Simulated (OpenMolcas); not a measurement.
Rh3+ (d6) on a cation site of an ionic host was computed by CASSCF with the d shell active (OpenMolcas, ANO-RCC-VTZP on the metal). Its lowest spin-free states, and all those of the highest spin:

| 2S+1 | Degeneracy | E (cm-1) |
| --- | --- | --- |
| 1 | 1 | 0.0 |
| 5 | 3 | 9167 |
| 3 | 3 | 9556 |
| 3 | 3 | 14509 |
| 1 | 3 | 16629 |
| 1 | 3 | 26265 |
| 3 | 3 | 26609 |
| 3 | 3 | 27626 |
| 5 | 2 | 27802 |
| 3 | 2 | 30428 |
| 3 | 3 | 30551 |
| 3 | 3 | 33626 |

Task: Is the site octahedral, tetrahedral or cube-like, axial, or of lower symmetry?

Result: The states with 2S+1 = 5 have orbital degeneracies 3, 2. Threefold states need a cubic site. For d6 at this spin an octahedron puts the threefold T2 below the twofold E and a tetrahedron or cube puts the twofold E below the threefold T2, so the site is octahedral. The first gap at this spin, 18600 cm-1, is |10Dq| in ligand-field theory. The run had Rh3+ with its 6 nearest fluoride ions at 2.046 Å, on the Y site of Cs2NaYF6 (a = 9.075 Å, distance in the model lattice 2.178 Å). The rest of the host is ab initio model potentials to 7.6 Å, with orthogonalisation functions on the cations behind the ligands, and point charges beyond; the distance is set by hand and nothing relaxes. Ligand basis ANO-RCC-VDZP.

Without dynamic correlation the repulsion within the d shell is too large (B by tens of per cent), so at a given field states of lower spin stand too high. This shell can be high or low spin here, a state of another spin lies low, and with metal d orbitals alone active their balance is uncertain, so the ground spin may be wrong, although the usual error favours high spin. The least metal-like active orbital is 80 % on the metal (Löwdin) and no ligand orbital is active, so the numbers are rough. With metal d orbitals alone the field can be off either way by tens of per cent. Ligand-to-metal charge-transfer states are missing. With no ligand orbital active B as a rule stays too high, so bands that hang on it stand too high and its fall with covalency is understated. No measured value stands beside these numbers; the geometry was set by hand and not optimised.
